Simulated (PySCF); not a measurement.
Compound: C₂H₁₁NSi₂.
Atom-mapped SMILES: `[CH3:1][NH:2][SiH2:3][CH2:4][SiH3:5]` (hydrogens: H6, H7, H8 on C1; H9 on N2; H10, H11 on Si3; H12, H13 on C4; H14, H15, H16 on Si5)

The same species was optimised twice, with GFN2-xTB and with PBE0-D3(BJ)/def2-SVP (PySCF), and the same property calculations (PySCF, gas phase) were run on both structures.

| coordinate | GFN2-xTB | PBE0-D3(BJ)/def2-SVP | change |
| --- | --- | --- | --- |
| Si5–H15 (Å) | 1.465 | 1.495 | +0.030 |
| Si3–H10 (Å) | 1.464 | 1.495 | +0.031 |
| Si5–H16 (Å) | 1.464 | 1.494 | +0.030 |
| Si5–H14 (Å) | 1.470 | 1.498 | +0.028 |
| Si3–H11 (Å) | 1.479 | 1.504 | +0.025 |
| Si3–C4 (Å) | 1.899 | 1.879 | -0.020 |
| C1–H8 (Å) | 1.087 | 1.102 | +0.015 |
| N2–Si3 (Å) | 1.720 | 1.735 | +0.015 |
| C4–H12 (Å) | 1.090 | 1.104 | +0.014 |
| C4–Si5 (Å) | 1.897 | 1.884 | -0.013 |
| C4–H13 (Å) | 1.091 | 1.103 | +0.012 |
| C1–H7 (Å) | 1.097 | 1.108 | +0.011 |
| C1–H6 (Å) | 1.092 | 1.103 | +0.011 |
| N2–H9 (Å) | 1.009 | 1.013 | +0.004 |
| C1–N2 (Å) | 1.443 | 1.442 | -0.001 |
| Si3–C4–Si5 (°) | 116.0 | 112.1 | -3.9 |
| C1–N2–H9 (°) | 111.2 | 114.0 | +2.8 |
| H6–C1–H8 (°) | 108.4 | 106.2 | -2.2 |
| N2–Si3–H10 (°) | 103.7 | 105.7 | +2.0 |
| C4–Si3–H10 (°) | 112.4 | 110.5 | -1.9 |
| C4–Si5–H14 (°) | 108.8 | 110.7 | +1.9 |
| N2–C1–H7 (°) | 112.7 | 114.2 | +1.5 |
| N2–C1–H6 (°) | 110.0 | 111.4 | +1.4 |
| C1–N2–Si3–C4 (°) | -54 | -64 | -10 |
| N2–Si3–C4–Si5 (°) | -53 | -42 | +11 |

Rotational constants: A = 4101, B = 1783, C = 1433 MHz (GFN2-xTB) against A = 3939, B = 1915, C = 1491 MHz (PBE0-D3(BJ)/def2-SVP). Point groups within 0.08 Å: C1 and C1.

On the GFN2-xTB structure: isotropic polarisability (au) 86.1 [CAM-B3LYP/def2-SVPD]; HOMO (eV) -8.13 [CAM-B3LYP/def2-SVPD]; LUMO (eV) 1.11 [CAM-B3LYP/def2-SVPD]; dipole (D) 1.15 [CAM-B3LYP/def2-SVPD]; HOMO (eV) -6.69 [PBE0/pcSseg-1]; LUMO (eV) 0.81 [PBE0/pcSseg-1]; dipole (D) 1.23 [PBE0/pcSseg-1]; GIAO shielding of C1 (ppm) 155.9 [PBE0/pcSseg-1]; GIAO shielding of N2 (ppm) 251.8 [PBE0/pcSseg-1]; GIAO shielding of Si3 (ppm) 381.6 [PBE0/pcSseg-1]; GIAO shielding of C4 (ppm) 198.4 [PBE0/pcSseg-1]; GIAO shielding of Si5 (ppm) 424.7 [PBE0/pcSseg-1].

Question: What do these properties become on the PBE0-D3(BJ)/def2-SVP structure?

Answer: 
```csv
property,level,on GFN2-xTB,on PBE0-D3(BJ)/def2-SVP,change
isotropic polarisability (au),CAM-B3LYP/def2-SVPD,86.1,87.8,+1.7
HOMO (eV),CAM-B3LYP/def2-SVPD,-8.13,-8.15,-0.02
LUMO (eV),CAM-B3LYP/def2-SVPD,1.11,1.07,-0.04
dipole (D),CAM-B3LYP/def2-SVPD,1.15,1.00,-0.15
"energy, GFN2-xTB geometry as zero (kcal/mol)",CAM-B3LYP/def2-SVPD,0.0,-1.5,-1.5
HOMO (eV),PBE0/pcSseg-1,-6.69,-6.73,-0.04
LUMO (eV),PBE0/pcSseg-1,0.81,0.78,-0.03
dipole (D),PBE0/pcSseg-1,1.23,1.10,-0.13
"energy, GFN2-xTB geometry as zero (kcal/mol)",PBE0/pcSseg-1,0.0,-1.7,-1.7
GIAO shielding of C1 (ppm),PBE0/pcSseg-1,155.9,154.1,-1.8
GIAO shielding of N2 (ppm),PBE0/pcSseg-1,251.8,251.4,-0.4
GIAO shielding of Si3 (ppm),PBE0/pcSseg-1,381.6,381.0,-0.6
GIAO shielding of C4 (ppm),PBE0/pcSseg-1,198.4,195.7,-2.7
GIAO shielding of Si5 (ppm),PBE0/pcSseg-1,424.7,421.0,-3.7
```

The heavy atoms differ by 0.092 Å rms after alignment. Among all bonds Si3–H10, Si5–H15 and Si5–H16 change most and about equally (+0.030 to +0.031 Å). Changes are differences of the printed values. Neither structure is proved a minimum here.

Shape of the structure used: `[CH3:1][NH:2][SiH2:3][CH2:4][SiH3:5]`: C1–N2–Si3–C4 -64°, N2–Si3–C4–Si5 -42°.
